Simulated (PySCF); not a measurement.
**Ionisation energy of La²⁹⁺ by level of theory**

La²⁹⁺ [Ar] 3d10 → La³⁰⁺ [Ar] 3d9 [3d3/2^4 3d5/2^5, M_J = 5/2], as a difference of total energies. Computed with PySCF 2.14 in an uncontracted even-tempered set (16 s from 4.6 bohr⁻², ratio 2.8; 13 p from 6 bohr⁻², ratio 2.8; 8 d from 6 bohr⁻², ratio 2.8; 3 f from 26 bohr⁻², ratio 3), with the two-component X2C-1e Hamiltonian. Correlated levels: [Ne] frozen; the 80 highest virtual spinors dropped. "Screened" scales the spin-orbit matrix elements by Boettger's factors to mimic the two-electron term; Breit and QED terms are absent.

```csv
method,ionisation energy (eV)
GHF (spin-free),1808.4
GMP2 (spin-free),1809.8
GHF (screened spin-orbit),1800.9
GMP2 (screened spin-orbit),1802.3
```

Breit and QED terms and the two-electron picture change are absent.

The spin-free rows lack the spin-orbit shift.

For comparison: 1800 ± 4 eV (theoretical estimate listed by NIST; NIST Atomic Spectra Database, ionization energies).
